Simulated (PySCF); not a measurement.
**BiF⁻: frontier orbitals**

UHF at R = 2.185 Å; PySCF, scalar-relativistic core potentials, basis sets Bi def2-SVPD with ECP60, F def2-SVPD. State: ²Π (doublet), unpaired electrons π ↑. Only the outer orbitals are listed, counted within each symmetry, core potentials removing the inner ones.

```json
{"spin": "α", "orbital": "6σ", "occ.": "1", "ε (eV)": "-13.97", "on Bi (%)": "82", "main shells (%)": "81 Bi s, 17 F p"}
{"spin": "α", "orbital": "3π", "occ.": "1", "ε (eV)": "-9.55", "on Bi (%)": "1", "main shells (%)": "98 F p"}
{"spin": "α", "orbital": "3π", "occ.": "1", "ε (eV)": "-9.44", "on Bi (%)": "1", "main shells (%)": "99 F p"}
{"spin": "α", "orbital": "7σ", "occ.": "1", "ε (eV)": "-8.59", "on Bi (%)": "26", "main shells (%)": "74 F p, 17 Bi s"}
{"spin": "α", "orbital": "4π", "occ.": "1", "ε (eV)": "-2.41", "on Bi (%)": "100", "main shells (%)": "99 Bi p"}
{"spin": "α", "orbital": "4π", "occ.": "1", "ε (eV)": "-1.21", "on Bi (%)": "99", "main shells (%)": "98 Bi p"}
{"spin": "α", "orbital": "8σ", "occ.": "0", "ε (eV)": "6.22", "on Bi (%)": "94", "main shells (%)": "65 Bi s, 20 Bi p, 9 Bi d"}
{"spin": "β", "orbital": "6σ", "occ.": "1", "ε (eV)": "-12.61", "on Bi (%)": "69", "main shells (%)": "68 Bi s, 30 F p"}
{"spin": "β", "orbital": "3π", "occ.": "1", "ε (eV)": "-9.42", "on Bi (%)": "1", "main shells (%)": "99 F p"}
{"spin": "β", "orbital": "3π", "occ.": "1", "ε (eV)": "-9.16", "on Bi (%)": "0", "main shells (%)": "100 F p"}
{"spin": "β", "orbital": "7σ", "occ.": "1", "ε (eV)": "-8.24", "on Bi (%)": "39", "main shells (%)": "62 F p, 32 Bi s"}
{"spin": "β", "orbital": "4π", "occ.": "1", "ε (eV)": "-0.75", "on Bi (%)": "99", "main shells (%)": "97 Bi p"}
{"spin": "β", "orbital": "4π", "occ.": "0", "ε (eV)": "6.18", "on Bi (%)": "97", "main shells (%)": "94 Bi p"}
{"spin": "β", "orbital": "8σ", "occ.": "0", "ε (eV)": "6.45", "on Bi (%)": "96", "main shells (%)": "83 Bi s, 10 Bi d"}
```

Task: Which are the highest filled and the lowest empty level, where do they sit, and how wide is the gap?

Result: Highest filled β 4π at -0.75 eV (in %: 97 Bi p); lowest empty β 4π at 6.18 eV (in %: 94 Bi p); the gap at UHF is 6.93 eV. Both belong to one degenerate shell, split only by its one-sided filling, so this is no excitation gap. An empty level above zero is unbound, and its energy depends on the basis.

```
bond order (Mayer)                                                                                                : 0.11
⟨S²⟩                                                                                                              : 0.758
charge on Bi (Mulliken, basis-dependent)                                                                          : -0.16
charge on Bi (Löwdin, basis-dependent)                                                                            : 0.00
dipole moment (positive dipole points towards F; it is taken about the centre of mass and depends on that origin) : -3.84 D
polarisability along the bond                                                                                     : 59.2 bohr³
polarisability across the bond                                                                                    : 75.0 bohr³
```

Spin–orbit coupling is left out, which matters for elements this heavy, above all for dissociation energies. The state was picked by a PBE0 search and need not be the measured ground state.
